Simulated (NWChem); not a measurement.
All runs are NWChem calculations. System: HSn, charge 1, spin multiplicity 1, at the geometry of a parent with another charge or spin, in a state set for the comparison that need not be this species' ground state. Level: CCSD(T)/def2-TZVP with def2 effective core potentials on Sn, 4 core orbitals frozen.

The NWChem input:

```
start mol
memory heap 100 mb stack 700 mb global 1900 mb
charge 1
geometry units angstroms nocenter noautoz
  Sn     0.000000     0.000000     0.035451
  H      0.000000     0.000000    -1.772549
  symmetry group C2v
end
basis spherical
  * library def2-tzvp
end
ecp
  Sn library def2-ecp
end
scf
  rhf
  nopen 0
  maxiter 100
  thresh 1e-7
  semidirect memsize 60000000 filesize 0
end
tce
  freeze core 4
  ccsd(t)
  2eorb
  2emet 13
  thresh 1e-6
  maxiter 100
  tilesize 24
end
task tce energy
```

Output (cleaned and shortened):

```
             Northwest Computational Chemistry Package (NWChem) 7.3.0
             --------------------------------------------------------

                                NWChem Input Module
                                -------------------

 Scaling coordinates for geometry "geometry" by  1.889725989
 (inverse scale =  0.529177249)

 Turning off AUTOSYM since
 SYMMETRY directive was detected!

                             Geometry "geometry" -> ""
                             -------------------------

 Output coordinates in angstroms (scale by  1.889725989 to convert to a.u.)

  No.       Tag          Charge          X              Y              Z
 ---- ---------------- ---------- -------------- -------------- --------------
    1 Sn                  50.0000     0.00000000     0.00000000     0.03545100
    2 H                    1.0000     0.00000000     0.00000000    -1.77254900

 Effective nuclear repulsion energy (a.u.)      14.6343265763

            Nuclear Dipole moment (a.u.)
            ----------------------------
        X                 Y               Z
 ---------------- ---------------- ----------------
     0.0000000000     0.0000000000     0.0000018897

      Symmetry information
      --------------------

 Group name             C2v
 Group number             16
 Group order               4
 No. of unique centers     2

      Symmetry unique atoms

     1    2


 Summary of "ao basis" -> "" (spherical)
 ------------------------------------------------------------------------------
       Tag                 Description            Shells   Functions and Types
 ---------------- ------------------------------  ------  ---------------------
 *                         def2-tzvp                  on all atoms

 Summary of "ao basis" -> "ao basis" (spherical)
 ------------------------------------------------------------------------------
       Tag                 Description            Shells   Functions and Types
 ---------------- ------------------------------  ------  ---------------------
 Sn                        def2-tzvp                16       50   6s5p3d2f
[...]
            Beta electrons :    11
           No. of orbitals :   112
            Alpha orbitals :    56
             Beta orbitals :    56
        Alpha frozen cores :     4
         Beta frozen cores :     4
     Alpha frozen virtuals :     0
      Beta frozen virtuals :     0
         Spin multiplicity : singlet
    Number of AO functions :    56
       Number of AO shells :    20
        Use of symmetry is : on
      Symmetry adaption is : on
         Schwarz screening : 0.10D-09

          Correlation Information
          -----------------------
          Calculation type : Coupled-cluster singles & doubles w/ perturbation
   Perturbative correction : (T)
            Max iterations :      100
        Residual threshold : 0.10D-05
     T(0) DIIS level shift : 0.00D+00
     L(0) DIIS level shift : 0.00D+00
     T(1) DIIS level shift : 0.00D+00
     L(1) DIIS level shift : 0.00D+00
     T(R) DIIS level shift : 0.00D+00
     T(I) DIIS level shift : 0.00D+00
   CC-T/L Amplitude update :  5-th order DIIS
                I/O scheme : Global Array Library
        L-threshold :  0.10D-05
        EOM-threshold :  0.10D-05
 no EOMCCSD initial starts read in
 TCE RESTART OPTIONS
 SLICE:      F
 D4D5:       F
 quantumc:   F
 qrotation:  F
 pwtce:      F
 qducc:      F
 nacto:                         0
 nrotv:                         0
 nrot:                          0

            Memory Information
            ------------------
          Available GA space size is     249033664 doubles
          Available MA space size is     104841420 doubles

 Maximum block size supplied by input
 Maximum block size        24 doubles

 tile_dim =     19

 -------------------------------------------------

 Global array virtual files algorithm will be used

 Parallel file system coherency ......... OK

 4-electron integrals stored in orbital form

 v2    file size   =           562027
 4-index algorithm nr.  13 is used
 imaxsize =       30
 imaxsize ichop =        0


CCSD iterations
 ---------------------------------------------------------
 Iter          Residuum       Correlation     Cpu    Wall
 ---------------------------------------------------------
    1   0.0990014489272  -0.2740407080790     0.3     0.3
    2   0.0276786161346  -0.2719574761993     0.4     0.4
    3   0.0111268597811  -0.2759916551490     0.4     0.4
    4   0.0050796086567  -0.2769029801746     0.4     0.4
    5   0.0024213575306  -0.2773628193779     0.3     0.3
    6   0.0003446120354  -0.2777091544270     0.3     0.3
    7   0.0001352183267  -0.2777180516667     0.3     0.3
    8   0.0000589013550  -0.2777224152525     0.4     0.4
    9   0.0000305368508  -0.2777230368133     0.4     0.4
   10   0.0000156172159  -0.2777239629534     0.4     0.4
   11   0.0000019137580  -0.2777249265751     0.4     0.4
   12   0.0000007195964  -0.2777250027643     0.4     0.4
 -----------------------------------------------------------------
 Iterations converged
 CCSD correlation energy / hartree =        -0.277725002764265
 CCSD total energy / hartree       =      -213.932571510376334

 Singles contributions

 Doubles contributions
 CCSD(T)
 Using plain CCSD(T) code
             total no. of tasks          500
 total no. of tasks / no. procs          500
                         wl_min           64           2.0
                         wl_max       438976           8.7
        thresh for no. of tasks          500

 CCSD[T]  correction energy / hartree =        -0.006849057770003
 CCSD[T] correlation energy / hartree =        -0.284574060534268
 CCSD[T] total energy / hartree       =      -213.939420568146346
 CCSD(T)  correction energy / hartree =        -0.006235019818049
 CCSD(T) correlation energy / hartree =        -0.283960022582314
 CCSD(T) total energy / hartree       =      -213.938806530194370

 Task  times  cpu:       10.4s     wall:       10.4s

 Total times  cpu:       10.5s     wall:       10.5s
```
